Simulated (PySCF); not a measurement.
# Two-dimensional NMR puzzle

Compound of formula C$_{5}$H$_{5}$FP$_{2}$. Correlations simulated from computed shifts and the bond graph:

HSQC (one-bond C–H):
| δH | δC |
| --- | --- |
| 9.38 | 166.7 |
| 8.04 | 126.6 |
| 3.41 | 31.3 |

COSY cross peaks (H two or three bonds apart, from the bond graph; peaks can be absent where the dihedral angle is near 90°):
| δH | δH |
| --- | --- |
| 9.38 | 8.04 |

HMBC (two and three bonds, from the bond graph):
| δH | δC |
| --- | --- |
| 9.38 | 222.3, 210.9, 126.6 |
| 8.04 | 210.9, 166.7 |
| 3.41 | 222.3 |

Carbons without hydrogens: δ 222.3, 210.9.

PySCF 2.14.0 with density-fitted response routines calculation with GIAO PBE0/pcSseg-1 shieldings and coordinates at the GFN2-xTB level; in vacuum, non-relativistic Hamiltonian, fast rotation and ring inversion assumed for equivalent nuclei, one conformer.

Shifts are taken against calculated references (same method and geometry level): 1H (σref 31.72), 13C (σref 186.93) vs TMS.

Exchangeable hydrogens are left out of these lists.

**Question.** Which molecule is this?

**Answer.** `C1(C)=PC=CC(F)=P1`.

Atoms are numbered as in `[CH3:1][c:2]1[p:3][cH:4][cH:5][c:6]([F:7])[p:8]1`. Each H is labelled by its parent atom.

δC 222.3 is C2, a substituted aromatic carbon. δC 210.9 is C6, an aromatic carbon bearing fluorine. δC 166.7 is C4, an aromatic CH (δH 9.38). δC 126.6 is C5, an aromatic CH (δH 8.04). δC 31.3 is C1, a methyl carbon on an aromatic ring (δH 3.41). HMBC from δH 9.38 reaches the proton-free carbons C2, C6. HMBC from δH 8.04 reaches the proton-free carbon C6. HMBC from δH 3.41 reaches the proton-free carbon C2. COSY links 9.38–8.04.

This is the structure that produced the data.

Shifts are as computed. Against solution values, carbons near 30 ppm lie about +3 ppm off and those near 130 ppm about +5 ppm. Of 1211 compounds with measured shifts, 218 miss one by over three times the rms of a fit or turn the order of signals round; such compounds aren't used in these exercises.
